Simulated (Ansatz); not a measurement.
Gas-phase electronic energies from Ansatz, PBE0-D4/def2-TZVP geometries. CCSD(T)/CBS is the MP2 limit (def2-TZVPP, def2-QZVPP) plus CCSD(T) − MP2 in def2-TZVPP, frozen cores. This one scheme is used for every species. For Se outer-core shells are correlated without core-valence functions, which leaves a few kJ/mol of doubt a bond. Scalar relativity is left out up to krypton. One conformer a species, not always the lowest.

Reaction (ligand exchange at the Al–C bond): `C=[CH][Al]([Cl])[Cl]` + `C[SeH]` → `C[Se][Al]([Cl])[Cl]` + `C=C`

```
               species  CCSD/CBS(def2) energy (Eh)
`C=[CH][Al]([Cl])[Cl]`                 -1239.57397
              `C[SeH]`                 -2441.13890
 `C[Se][Al]([Cl])[Cl]`                 -3602.28598
                 `C=C`                   -78.46635
```

**Question.** Work out ΔE.

**Answer.** ΔE = (-3602.28598) + (-78.46635) − (-1239.57397) − (-2441.13890) = -0.03946 Eh = -103.6 kJ/mol. CCSD(T)/CBS gives -104.3 kJ/mol.

Largest T1 diagnostic among the species: 0.011.

The D4 term adds −3.8 kJ/mol with B3LYP and −2.1 kJ/mol with PBE0; it sums over pairs of atoms, weighted by their polarisabilities, and B3LYP, whose exchange is more repulsive, gets the larger term. At CCSD(T), def2-SVP lies +6.2 kJ/mol from the extrapolated value and def2-TZVPP +5.3 kJ/mol. From BLYP to BHLYP (50 % exact exchange), in def2-TZVPP and without D4, ΔE moves by −4.5 kJ/mol.

B3LYP here is the variant with VWN-RPA as its local correlation; programs differ in this.
